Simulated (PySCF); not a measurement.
## Solvent effects on NMR parameters

Geometry:
```
atom   x (Å)   y (Å)   z (Å)
  N1  -3.403  -0.050  -0.645
  C2  -2.521  -0.051   0.363
  O3  -2.830  -0.072   1.548
  N4  -1.160  -0.022  -0.026
  N5  -0.964  -0.010  -1.365
  C6   0.241   0.017  -1.828
  C7   1.405   0.036  -0.996
  S8   3.038   0.072  -1.558
  C9   3.627   0.074   0.060
 C10   2.619   0.048   0.987
 C11   1.325   0.026   0.392
 B12  -0.089  -0.008   0.995
 O13  -0.362  -0.024   2.309
 H14  -4.385  -0.095  -0.419
 H15  -3.052  -0.053  -1.595
 H16   0.328   0.025  -2.919
 H17   4.702   0.095   0.240
 H18   2.792   0.046   2.064
 H19  -1.340  -0.046   2.414
```

GIAO PBE0/pcSseg-1 in PySCF on one PBE0-D3(BJ)/def2-SVP conformer, non-relativistic, equivalent nuclei averaged. Solvents enter as an IEF-PCM continuum (methanol with ε = 32.6, acetonitrile with ε = 35.7) around the gas-phase geometry. Shifts are referred to TMS, CS2, BF3·OEt2 computed in the same medium.

Gas phase, δ in ppm: C2 164.5, C7 151.1, C11 145.6, C9 137.4, C10 136.6, C6 136.0, S8 218.4, B12 25.7, H19 10.48, H18 7.88, H16 7.79, H17 7.44, H14/H15 5.90. Dipole moment 3.39 D.

Question: How does each δ change in the continuum?

Answer: 
| atoms | environment | Δδ, methanol | Δδ, acetonitrile |
| --- | --- | --- | --- |
| C2 | urea carbonyl carbon | +2.6 | +2.6 |
| C7 | substituted aromatic carbon next to the ring sulfur | +2.3 | +2.4 |
| C11 | substituted aromatic carbon | -0.7 | -0.7 |
| C9 | aromatic CH next to the ring sulfur | +4.4 | +4.4 |
| C10 | aromatic CH | -0.3 | -0.3 |
| C6 | C=N carbon | +3.4 | +3.5 |
| S8 | aromatic ring sulfur | +6.7 | +6.8 |
| B12 | boron bonded to C, N, O, in a 6-membered ring | +0.8 | +0.8 |
| H19 | hydrogen on an oxygen bonded to B | -0.11 | -0.11 |
| H18 | hydrogen on an aromatic CH | +0.07 | +0.07 |
| H16 | hydrogen on a C=N carbon | +0.39 | +0.39 |
| H17 | hydrogen on an aromatic CH next to the ring sulfur | +0.46 | +0.46 |
| H14/H15 | hydrogen on an amide-type nitrogen | +0.57 | +0.57 |

Changes are relative to the gas phase. The dipole moment becomes 4.66 D in methanol, 4.67 D in acetonitrile.

Question: Which nuclei move most (in ppm), and what does the model miss?

Answer: S8 (aromatic ring sulfur, +6.8 ppm) in acetonitrile. A continuum only polarises the solute; specific hydrogen bonds, the anisotropy of aromatic solvents and changes of geometry or conformer are outside it.
